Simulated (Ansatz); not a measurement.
```yaml
crystal:
  periodic: [false, false, false]
  atoms:
    - {symbol: C, position_ang: [-0.622399, 1.456607, -0.276418]}
    - {symbol: C, position_ang: [0.076816, 0.766010, 0.812057]}
    - {symbol: B, position_ang: [0.694222, -0.844382, 0.880058]}
    - {symbol: Al, position_ang: [0.466675, -1.846170, -0.922225]}
    - {symbol: H, position_ang: [-1.471801, 0.741100, -0.719102]}
    - {symbol: H, position_ang: [-1.089388, 2.328727, -0.111835]}
    - {symbol: H, position_ang: [0.128478, 1.456157, -1.222508]}
    - {symbol: H, position_ang: [-0.743503, 0.665796, 1.855080]}
    - {symbol: H, position_ang: [0.787738, 1.483860, 1.331162]}
    - {symbol: H, position_ang: [1.158909, -1.164078, 1.887377]}
    - {symbol: H, position_ang: [-0.620069, -2.893440, -1.110667]}
    - {symbol: H, position_ang: [1.520490, -2.055803, -2.065276]}
basis:
  gaussian: {orbitals: def2-SVPD}
hamiltonian: {xc: {name: LC-wPBE}}
```

```sh
$ ansatz run in.yaml --threads 2 --pin off --events-out ev --progress --plain --max-ram 4352MiB
```

Output, abridged:

```
Functional definition: LC-wPBE
  name "LC-wPBE"
  cite "Vydrov & Scuseria, J. Chem. Phys. 125, 234109 (2006) doi:10.1063/1.2409292"
  cite "Heyd & Scuseria, J. Chem. Phys. 120, 7274 (2004) doi:10.1063/1.1668634"
  cite "Ernzerhof & Perdew, J. Chem. Phys. 109, 3313 (1998) doi:10.1063/1.476928"
  cite "Perdew, Burke & Ernzerhof, Phys. Rev. Lett. 77, 3865 (1996) doi:10.1103/PhysRevLett.77.3865"
  parent pbe
  parameter omega = 0.4/bohr
  exchange = pbe_x_sr(omega) + exact_x_lr(omega)
  correlation = pbe_c
1238 factors; their error is unknown
663 factors; integrals over basis functions are off by at most 1.5e-5 eV
mean field evaluation 1: about -9464.0338 eV, gradient 2.9e1 eV
mean field evaluation 2: about -9465.3140 eV, gradient 2.1e1 eV
mean field evaluation 4: about -9466.4464 eV, gradient 7.5e-1 eV
mean field evaluation 8: about -9466.3800 eV, gradient 2.6e-1 eV
mean field evaluation 16: about -9466.3802 eV, gradient 4.9e-5 eV
mean field -9466.38021314 eV, -347.8830562898 hartree, gradient 4.9e-5 eV, S^2 0.000000; 0 other end points of the search recorded, 0 dependent functions left out
reference -9466.38021315 eV, -347.8830562901 hartree; 19, 19 occupied and 129, 129 virtual orbitals, 1238 factors
Total energy: -9466.38021315 eV, -347.8830562901 hartree
```

Hardware: 2 threads of an Arm Neoverse V1 on a shared host. Wall time 3.1 s, peak host memory 0.45 GiB.
